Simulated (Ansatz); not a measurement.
PBE exchange is replaced step by step with exact exchange (0 % is PBE, 25 % PBE0; no dispersion term), basis def2-SVP, Ansatz. System: `CCC(CC(C)c1ccc(OC(C)=O)cc1)c1ccc(OC(C)=O)cc1`. Total charge 0; singlet. Geometry: r2SCAN-D4/def2-SVP.

Geometry of the singlet:

```xyz
52

C     1.2177   -4.3532   -0.9493
C     0.2354   -3.3642   -0.3350
C     0.5137   -1.8941   -0.7062
C    -0.5879   -0.9851   -0.1313
C    -0.6006    0.4780   -0.6272
C     0.4591    1.3740    0.0287
C    -1.9881    1.0667   -0.4479
C    -2.5266    1.2774    0.8325
C    -3.8119    1.7938    0.9977
C    -4.5773    2.1123   -0.1258
O    -5.8209    2.6831    0.1116
C    -6.9274    2.2567   -0.5727
C    -8.1209    3.0590   -0.1420
O    -6.9181    1.3756   -1.3899
C    -4.0679    1.9229   -1.4115
C    -2.7807    1.3994   -1.5562
C     1.9153   -1.4835   -0.3039
C     2.8752   -1.1420   -1.2667
C     4.1637   -0.7475   -0.8977
C     4.5059   -0.7032    0.4532
O     5.8157   -0.3611    0.7587
C     6.0749    0.5815    1.7193
C     7.5589    0.7409    1.8765
O     5.2241    1.1721    2.3283
C     3.5781   -1.0594    1.4366
C     2.2960   -1.4461    1.0483
H     2.2457   -4.1734   -0.5968
H     0.9507   -5.3905   -0.6939
H     1.2270   -4.2724   -2.0494
H     0.2407   -3.4626    0.7667
H    -0.7933   -3.6105   -0.6536
H     0.4569   -1.8188   -1.8097
H    -1.5566   -1.4425   -0.3982
H    -0.5451   -0.9997    0.9744
H    -0.4032    0.4551   -1.7159
H     0.3484    2.4138   -0.3173
H     1.4811    1.0430   -0.2013
H     0.3538    1.3736    1.1262
H    -1.9351    1.0337    1.7206
H    -4.2352    1.9616    1.9913
H    -7.9685    4.1144   -0.4148
H    -8.2303    3.0227    0.9518
H    -9.0215    2.6708   -0.6314
H    -4.6695    2.1724   -2.2863
H    -2.3807    1.2460   -2.5641
H     2.6056   -1.1733   -2.3275
H     4.9133   -0.4745   -1.6446
H     8.0249    0.9476    0.9021
H     7.9900   -0.2025    2.2451
H     7.7696    1.5511    2.5839
H     3.8547   -1.0239    2.4913
H     1.5712   -1.7152    1.8234
```

Single mean-field runs in def2-SVP are fitted with def2-universal-jkfit.

```json
{"exact exchange (%)": "0", "HOMO (eV)": "-5.60", "LUMO (eV)": "-1.32", "gap (eV)": "4.29"}
{"exact exchange (%)": "10", "HOMO (eV)": "-6.02", "LUMO (eV)": "-0.94", "gap (eV)": "5.08"}
{"exact exchange (%)": "15", "HOMO (eV)": "-6.22", "LUMO (eV)": "-0.76", "gap (eV)": "5.47"}
{"exact exchange (%)": "25", "HOMO (eV)": "-6.64", "LUMO (eV)": "-0.39", "gap (eV)": "6.25"}
{"exact exchange (%)": "35", "HOMO (eV)": "-7.05", "LUMO (eV)": "-0.02", "gap (eV)": "7.03"}
{"exact exchange (%)": "50", "HOMO (eV)": "-7.67", "LUMO (eV)": "0.51", "gap (eV)": "8.18"}
```

**Question.** Fit a straight line to the column «gap (eV)» against the share of exact exchange and predict its value at 5 %.

**Answer.** With x = exact exchange (%) and y = gap (eV): mean x = 22.5, mean y = 6.05; Σ(x − x̄)(y − ȳ) = 127.4, Σ(x − x̄)² = 1638; slope b = 0.07778, intercept a = ȳ − b·x̄ = 4.3. The residuals of the fitted rows reach 0.01. At x = 5 the line gives 4.3 + (0.07778 × 5) = 4.69; the run gave 4.68, 0.01 less than the line.
